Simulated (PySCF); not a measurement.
Excitation energy of Nb²⁺ by level of theory

Nb²⁺ [Kr] 4d3 (4F) → Nb²⁺ [Kr] 4d2 5p1 (high-spin determinant), as a difference of total energies. Computed with PySCF 2.14 in aug-cc-pwCVTZ-PP with ECP28MDF, with a scalar-relativistic core potential. Correlated levels: valence: 4s2 4p6 frozen; valence and next inner shell: nothing frozen outside the core potential. The calculations carry no spin-orbit coupling.

```tsv
method	excitation energy (eV)
UHF	7.935
LDA	7.889
PBE	7.896
PBE0	8.067
r2SCAN	8.098
PBEsol	7.919
PW91	7.910
LC-wPBE	8.294
MP2 (valence)	8.069
SCS-MP2 (valence)	7.979
MP2 (valence and next inner shell)	8.178
SCS-MP2 (valence and next inner shell)	8.126
```

Task: How much does correlation contribute at MP2 (valence and next inner shell)?

Result: 8.178 − (7.935) = 0.243 eV, measured against UHF.

The determinant of the upper state mixes LS terms, which raises its energy above the lowest term, most at the Hartree-Fock and MP2 levels.
